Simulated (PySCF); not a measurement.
# Electron correlation in Fe (iron, neutral)

[Ar] 3d6 4s1 4p1, one real determinant (an excited configuration). All numbers are calculated (PySCF 2.14, the non-relativistic Hamiltonian (point nucleus), in def2-QZVPPD (11s6p5d4f2g, 100 functions)). Frozen: [Ar]; 8 electrons correlated.

MP2 pair energies summed by pair of shells (mhartree):

| pair | energy | share (%) |
| --- | --- | --- |
| 3d-3d | -132.39 | 84.5 |
| 3d-4s | -14.77 | 9.4 |
| 3d-4p | -7.46 | 4.8 |
| 4s-4p | -2.05 | 1.3 |

Total MP2 correlation energy: -156.67 mhartree.

Same-spin part -94.96 and opposite-spin part -61.71 mhartree; SCS-MP2 scales them by 1/3 and 6/5 to -105.71 mhartree.

The reference is one real determinant that mixes LS terms of this configuration.
